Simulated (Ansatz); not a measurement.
Reaction (ligand exchange at the Si–S bond): `CO[SiH2][S][GeH3]` + `F[SiH](F)S` → `CO[SiH2]S[SiH](F)F` + `[SH][GeH3]`

Isolated molecules relaxed with PBE0-D4/def2-TZVP in Ansatz; ΔE leaves out vibrations. CCSD(T)/CBS is the MP2 limit (def2-TZVPP, def2-QZVPP) plus CCSD(T) − MP2 in def2-TZVPP, frozen cores. DFT in def2-TZVPP. B3LYP here is the variant with VWN-RPA as its local correlation; programs differ in this. For Ge outer-core shells are correlated without core-valence functions, which leaves a few kJ/mol of doubt a bond. Scalar relativity is left out up to krypton. One conformer a species, not always the lowest.

```json
{"level": "PBE-D4", "ΔE (kcal/mol)": "-0.3", "difference from CCSD(T)/CBS": "-0.3"}
{"level": "r2SCAN-D4", "ΔE (kcal/mol)": "-0.5", "difference from CCSD(T)/CBS": "-0.5"}
{"level": "PBE0-D4", "ΔE (kcal/mol)": "-0.3", "difference from CCSD(T)/CBS": "-0.3"}
{"level": "B3LYP-D4", "ΔE (kcal/mol)": "-0.6", "difference from CCSD(T)/CBS": "-0.6"}
{"level": "ωB97X-V", "ΔE (kcal/mol)": "-0.5", "difference from CCSD(T)/CBS": "-0.5"}
{"level": "ωB97M-V", "ΔE (kcal/mol)": "-0.5", "difference from CCSD(T)/CBS": "-0.5"}
{"level": "B2PLYP", "ΔE (kcal/mol)": "0.0", "difference from CCSD(T)/CBS": "0.0"}
{"level": "PBE", "ΔE (kcal/mol)": "0.1", "difference from CCSD(T)/CBS": "0.1"}
{"level": "r2SCAN", "ΔE (kcal/mol)": "-0.4", "difference from CCSD(T)/CBS": "-0.4"}
{"level": "PBE0", "ΔE (kcal/mol)": "0.0", "difference from CCSD(T)/CBS": "0.0"}
{"level": "B3LYP", "ΔE (kcal/mol)": "0.0", "difference from CCSD(T)/CBS": "0.0"}
{"level": "HF/def2-TZVPP", "ΔE (kcal/mol)": "-0.2", "difference from CCSD(T)/CBS": "-0.2"}
{"level": "MP2/def2-TZVPP", "ΔE (kcal/mol)": "0.2", "difference from CCSD(T)/CBS": "0.2"}
{"level": "SCS-MP2/def2-TZVPP", "ΔE (kcal/mol)": "0.1", "difference from CCSD(T)/CBS": "0.1"}
{"level": "CCSD/def2-TZVPP", "ΔE (kcal/mol)": "0.0", "difference from CCSD(T)/CBS": "0.0"}
{"level": "CCSD(T)/def2-TZVPP", "ΔE (kcal/mol)": "0.0", "difference from CCSD(T)/CBS": "0.0"}
{"level": "HF/def2-QZVPP", "ΔE (kcal/mol)": "-0.3", "difference from CCSD(T)/CBS": "-0.3"}
{"level": "MP2/def2-QZVPP", "ΔE (kcal/mol)": "0.1", "difference from CCSD(T)/CBS": "0.1"}
{"level": "SCS-MP2/def2-QZVPP", "ΔE (kcal/mol)": "0.1", "difference from CCSD(T)/CBS": "0.1"}
{"level": "HF/CBS(def2)", "ΔE (kcal/mol)": "-0.3", "difference from CCSD(T)/CBS": "-0.3"}
{"level": "MP2/CBS(def2)", "ΔE (kcal/mol)": "0.2", "difference from CCSD(T)/CBS": "0.2"}
{"level": "CCSD/CBS(def2)", "ΔE (kcal/mol)": "0.0", "difference from CCSD(T)/CBS": "0.0"}
{"level": "CCSD(T)/CBS", "ΔE (kcal/mol)": "0.0", "difference from CCSD(T)/CBS": "0"}
```

Largest T1 diagnostic among the species: 0.012.
